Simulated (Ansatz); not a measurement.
The cluster LiSn2, relaxed as a quartet with UKS PBE-D4/def2-TZVP in Ansatz, starting from the PBE-D4/def2-TZVP geometry of the neutral doublet. Force threshold 0.02 eV/Å.

In the def2 sets Sn takes a core potential; there is no spin–orbit coupling. At PBE-D4/def2-TZVP a doublet of charge 0 lies 0.77 eV below the quartet, each at its own geometry. The structure comes from a short search, and lower isomers may exist.

Start:

```xyz
3

Li   -1.200   -0.391   -1.093
Sn    1.508   -0.044   -0.365
Sn   -0.308    0.435    1.458
```

Estimate the energy that the relaxation releases and the steps that it takes.

6.4 kcal/mol, in 4 steps; 4.2 s on 4 threads of Arm Neoverse V1 on a shared host. No frequencies were taken in this run, so the end may be a saddle point.

Does the start keep its bonding and symmetry?

By distances, no bond broke or formed. The bond that changes most is Sn2–Sn3, from 2.62 to 3.00 Å (atoms count from 1). Point group C2v at the start, C2v at the end, both within 0.05 Å.

Predict the relaxed structure.


```xyz
3

Li   -1.114   -0.363   -1.015
Sn    1.599   -0.093   -0.539
Sn   -0.485    0.457    1.553
```
Bond lengths (bridged metal pairs left out): 2 × Li–Sn 2.77 Å; 1 × Sn–Sn 3.00 Å.
